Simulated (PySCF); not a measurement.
Coordinates in bohr (charge 0 multiplicity 1):
```
Sb    0.0000    0.0000   -0.0445
H     2.6634    0.0000    1.7795
H    -1.3317    2.3066    1.7795
H    -1.3317   -2.3066    1.7795
```

These are results of PBE0/[Sb x2c-TZVPall, H x2c-TZVPall], spin-free X2C, density fitting, no spin–orbit coupling, PySCF, not measurements.

This geometry of SbH3 is a stationary point at this level.

**Question.** What is the point group?

**Answer.** C3v.

**Question.** Is it a minimum?

**Answer.** Yes: all harmonic wavenumbers are real.

**Question.** Which band is strongest in the infrared?

**Answer.** 1977 cm⁻¹ (e), 342 km/mol.

**Question.** What are the dipole moment and the gap between the highest occupied and lowest empty levels?

**Answer.** 0.30 D and 7.54 eV.

**Question.** Give the atomic charges and bond orders.

**Answer.** 
| atom | Mulliken | Löwdin | polar tensor | Mayer order to Sb1 |
| --- | --- | --- | --- | --- |
| Sb1 | 0.02 | 0.28 | 0.59 | – |
| H2,3,4 | -0.01 | -0.09 | -0.20 | 0.98 |
